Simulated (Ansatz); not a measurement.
`BrI`, one more setting.

```yaml
crystal:
  periodic: [false, false, false]
  atoms:
    - {symbol: Br, position_ang: [-0.000000, 0.000000, -0.002925]}
    - {symbol: I, position_ang: [0.000000, -0.000000, 2.460895]}
basis:
  gaussian: {orbitals: x2c-TZVPPall, nuclear_model: gaussian}
hamiltonian: {xc: {name: wPBEh}}
accuracy: high
```

```sh
$ ansatz run in.yaml --threads 4 --pin off --events-out ev --progress --plain --max-ram 10444MiB
```

Shortened log:

```
Functional definition: wPBEh
1551 factors; integrals over basis functions are off by at most 4.6e-9 eV
81 factors; integrals over basis functions are off by at most 1.8e-9 eV
mean field evaluation 1: about -264525.0604 eV, gradient 8.7e0 eV
mean field evaluation 2: about -264525.0669 eV, gradient 5.9e0 eV
mean field evaluation 4: about -264525.1835 eV, gradient 4.8e-1 eV
mean field evaluation 8: about -264525.2312 eV, gradient 7.0e-2 eV
mean field evaluation 16: about -264525.2312 eV, gradient 3.5e-6 eV
mean field -264525.23124288 eV, -9721.1229465343 hartree, gradient 1.8e-8 eV, S^2 0.000000; 0 other end points of the search recorded, 0 dependent functions left out
reference -264525.23124484 eV, -9721.1229466063 hartree; 44, 44 occupied and 64, 64 virtual orbitals, 1551 factors
Total energy: -264525.23124484 eV, -9721.1229466063 hartree
Relativity: scalar
```

Run time 2.6 s (4 threads of an Arm Neoverse V2 on a shared host); peak host memory 0.37 GiB.
